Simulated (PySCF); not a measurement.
**Working out the ionisation energy of Mn⁺**

Mn⁺ [Ar] 3d5 4s1 (7S) → Mn²⁺ [Ar] 3d5 (6S). Calculation: PySCF 2.14, in cc-pVTZ; no relativity, point nucleus. Frozen: [Ar]. Energies in hartree (1 hartree = 27.21139 eV):

| part | Mn⁺ (lower) | Mn²⁺ (upper) |
| --- | --- | --- |
| UHF | -1149.649165 | -1149.109231 |
| MP2 opposite-spin | 0.000000 | 0.000000 |
| MP2 same-spin | -0.084806 | -0.069113 |

Question: What does Hartree-Fock give?

Answer: (-1149.109231) − (-1149.649165) = 0.539934 hartree = 14.692 eV.

Question: What do MP2 and SCS-MP2 (6/5 opposite-spin, 1/3 same-spin) give?

Answer: The opposite-spin parts differ by 0.000 eV and the same-spin parts by 0.427 eV. MP2: 14.692 + (0.000) + (0.427) = 15.119 eV. SCS-MP2: 14.692 + 1.2 × (0.000) + (0.427)/3 = 14.834 eV.

Measured between the centres of the two terms (NIST): 15.640 eV, so MP2 (valence) is off by -0.521 eV.

The calculation is non-relativistic.

What remains against the reference includes basis incompleteness, the frozen core and correlation beyond second order.
